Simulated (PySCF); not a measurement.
Molecule: `InChI=1S/C6H8O2/c1-3-4-5(2)6(7)8/h3H,1-2H3,(H,7,8)/p-1`.

Bonds (- single, = double, # triple, : aromatic): C1-C2, C2=C3, C3=C4, C4-C5, C4-C6, C6=O7, C6-O8. C1 carries H9, H10, H11; C2 carries H12; C5 carries H13, H14, H15. Formal charges: O8 -1.

Total charge -1.

Frames of a GFN2-xTB Langevin trajectory at 300 K; GIAO PBE0/pcSseg-1 shieldings in PySCF 2.14, gas phase, non-relativistic; equivalent atoms averaged within each frame.

Shifts are taken against calculated references (same method and geometry level): TMS for 13C (σref 186.93), 1H (σref 31.72); H2O for 17O (σref 336.08). The references are static minima.

How do the shifts (ppm) fluctuate along the trajectory?

## Answers


```tsv
time (fs)	C3	C6	C4	C2	C5	C1	O7/O8	H12	H13/H14/H15	H9/H10/H11
optimised geometry	207.7	166.0	110.7	77.0	21.5	21.2	345.5	4.42	1.90	1.65
250	208.6	160.2	105.0	75.1	19.5	18.9	336.2	3.85	1.93	1.50
425	216.5	170.2	108.7	70.9	20.7	15.1	370.5	4.42	1.60	1.41
625	218.7	169.2	117.7	80.8	18.8	20.3	362.7	5.02	1.80	1.86
800	214.9	170.2	112.0	86.1	27.7	25.1	377.8	4.84	2.31	2.01
1000	197.3	162.2	111.5	73.5	12.5	18.8	332.0	4.64	1.19	1.63
mean of frames	211.2	166.4	111.0	77.3	19.8	19.6	355.8	4.56	1.76	1.68
standard deviation	8.6	4.8	4.7	6.1	5.4	3.6	20.6	0.45	0.41	0.25
```

5 frames give an uncertainty of the mean of about the standard deviation over 2.2 at best, since frames this close in time may not be independent; classical motion lacks zero-point vibration, and the reference would need the same averaging.
